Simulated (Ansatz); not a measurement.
Ideal-gas functions of `COC(Cl)I` at 400 K and 1 bar, from an Ansatz frequency run at PBE0-D4/def2-TZVP.

Molar mass 206.41 g/mol, point group C1 (symmetry number 1), electronic degeneracy 1, moments of inertia 141.429, 449.921, 576.871 u Å². Harmonic wavenumbers (cm⁻¹, unscaled): 102, 174, 191, 214, 306, 424, 668, 725, 1005, 1154, 1168, 1193, 1217, 1328, 1468, 1479, 1498, 3033, 3094, 3111, 3173.

Use S(trans) = R[1.5 ln M + 2.5 ln T − 1.1517]; rotational temperatures θ = 24.2544 K / I; S(rot) = R[ln(√π/σ · √(T³/θAθBθC)) + 1.5]; for each mode x = 1.438777 ν̃/T, S = R[x/(eˣ − 1) − ln(1 − e⁻ˣ)] and H = RT x/(eˣ − 1); 1 cm⁻¹ = 0.0119627 kJ/mol; R = 8.31446 J/(mol·K).

**Question.** By hand: the entropy, in J/(mol·K).

**Answer.** Translation 181.4. Rotation: θ = 0.1715, 0.0539, 0.042 K, giving 124.6. Vibration, mode by mode: 16.70, 12.35, 11.60, 10.69, 7.92, 5.57, 2.78, 2.36, 1.06, 0.68, 0.66, 0.61, 0.57, 0.41, 0.27, 0.26, 0.24, 0.00, 0.00, 0.00, 0.00, in all 74.7. Electronic 0.0. Sum 380.7 J/(mol·K).

**Question.** By hand: H − E and G − E in kJ/mol, counted from the electronic energy.

**Answer.** Zero-point energy ½ × 26725 × 0.0119627 = 159.9; thermal vibration 15.9; translation, rotation and pV give 4 RT = 13.3. H − E = 189.1 kJ/mol, and G − E = 189.1 − 400 × 380.7/1000 = 36.8 kJ/mol.

Vibration gives 20 % of the entropy, 16.7 J/(mol·K) of it from the mode under 150 cm⁻¹: soft modes count most, and the harmonic formula is weakest for them. The sum counts one conformer and one mirror image; others add a mixing term.
